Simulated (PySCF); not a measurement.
Order these species by their calculated properties.

Species are written as SMILES; each is one conformer at its optimised geometry, gas phase, non-relativistic unless stated. Electronic properties by PySCF.

The conformers computed, where there is a choice (atom-mapped SMILES and torsion angles):
- `[CH3:1][C:2]#[C:3][P:4]([CH3:5])[Si:6]([CH3:7])([CH3:8])[CH3:9]`: C3–P4–Si6–C7 70°
- `[CH3:1][NH:2][P:3]([CH3:4])[CH:5]([CH3:6])[CH3:7]`: C1–N2–P3–C4 -170°, N2–P3–C5–C6 53°
- `[CH3:1][O:2][Si@H:3]([OH:4])[n:5]1[cH:6][cH:7][n:8][cH:9]1`: C1–O2–Si3–O4 -179°, O2–Si3–N5–C6 -166°, H–O4–Si3–O2 27°
- `[CH2:1]=[C:2]([C:3]#[N:4])[c:5]1[n:6][s:7][c:8]([F:9])[n:10]1`: C1–C2–C5–N6 180°
- `[CH3:1][CH2:2][C@H:3]([CH3:4])[S:5][C:6]([F:7])([F:8])[F:9]`: C1–C2–C3–C4 -172°, C2–C3–S5–C6 -144°, C3–S5–C6–F7 59°
- `[NH2:1][SH:2]`: H–N1–S2–H -120°
- `[CH2:1]=[CH:2]/[P:3]=[C:4](/[SiH3:5])[C:6]([CH3:7])([CH3:8])[CH3:9]`: C1–C2–P3–C4 100°, P3–C4–C6–C7 166°
- `[CH3:1][CH2:2][PH:3][CH2:4][N:5]([CH3:6])[CH3:7]`: C1–C2–P3–C4 -163°, C2–P3–C4–N5 -174°, P3–C4–N5–C6 65°
- `[CH3:1][C:2](=[O:3])[c:4]1[p:5][cH:6][p:7][c:8]([SiH3:9])[c:10]1[F:11]`: C1–C2–C4–P5 -168°

The conformers of `CC(=O)N1[SiH2]CN[Si@H]1C`, `F[C@@H]1SCS[SiH2][C@H]1C[SiH3]` and `COCC/P=P/CCP` aren't listed.

Question: Rank by HOMO–LUMO gap, highest first (PBE0/pcSseg-1 at GFN2-xTB geometries).
A. `N1([Si@H](C)NC[SiH2]1)C(C)=O` (C4H12N2OSi2)
B. `CC#CP(C)[Si](C)(C)C` (C7H15PSi)
C. `C=C(C#N)c1nsc(F)n1` (C5H2FN3S)
D. `Cc1ncc(F)s1` (C4H4FNS)
E. `NS` (H3NS)
F. `CNP(C)C(C)C` (C5H14NP)
G. `CO[Si@H](O)n1ccnc1` (C4H8N2O2Si)
H. `CC[C@H](C)SC(F)(F)F` (C5H9F3S)

Answer: H (7.49 eV), E (7.33 eV), A (7.16 eV), G (7.03 eV), F (6.68 eV), B (6.44 eV), D (6.27 eV), C (5.53 eV).

Question: Give the two extremes of that set in kcal/mol.

Answer: `C=C(C#N)c1nsc(F)n1`: 127 kcal/mol; `CC[C@H](C)SC(F)(F)F`: 173 kcal/mol.

Question: Rank by HOMO energy, lowest first (PBE0/pcSseg-1 at GFN2-xTB geometries).
A. `F[C@@H]1SCS[SiH2][C@H]1C[SiH3]`
B. `CC#CP(C)[Si](C)(C)C`
C. `CC[C@H](C)SC(F)(F)F`
D. `CCPCN(C)C`
E. `O=C1C=CC(=O)c2ccccc21`
F. `COCC/P=P/CCP`
G. `C(/P=C(/[SiH3])C(C)(C)C)=C`
H. `CO[Si@H](O)n1ccnc1`

Answer: E (-7.86 eV), C (-7.42 eV), G (-7.03 eV), A (-6.79 eV), H (-6.67 eV), F (-6.34 eV), B (-6.14 eV), D (-5.82 eV).

Question: Rank by dipole moment, lowest first (PBE0/pcSseg-1 at GFN2-xTB geometries).
A. `C=C(C#N)c1nsc(F)n1`
B. `CC1=NC=C(F)S1`
C. `CNP(C)C(C)C`
D. `C[Si](P(C)C#CC)(C)C`
E. `CO[Si@H](O)n1ccnc1`
F. `p1cpc([SiH3])c(F)c1C(=O)C`
G. `CC[C@H](C)SC(F)(F)F`

Answer: C (0.86 D), B (1.52 D), D (1.67 D), F (2.27 D), G (2.56 D), A (3.86 D), E (4.39 D).

Question: Give the two extremes of that set in atomic units.

Answer: `CNP(C)C(C)C`: 0.34 au; `CO[Si@H](O)n1ccnc1`: 1.73 au.

Question: Rank by smallest rotational constant, lowest first (GFN2-xTB).
A. `C=C/P=C(/[SiH3])C(C)(C)C` (C7H15PSi)
B. `P(C(C)C)(C)NC` (C5H14NP)
C. `NS` (H3NS)
D. `FC(F)(S[C@H](CC)C)F` (C5H9F3S)

Answer: A (0.684 GHz), D (0.788 GHz), B (1.340 GHz), C (13.999 GHz).
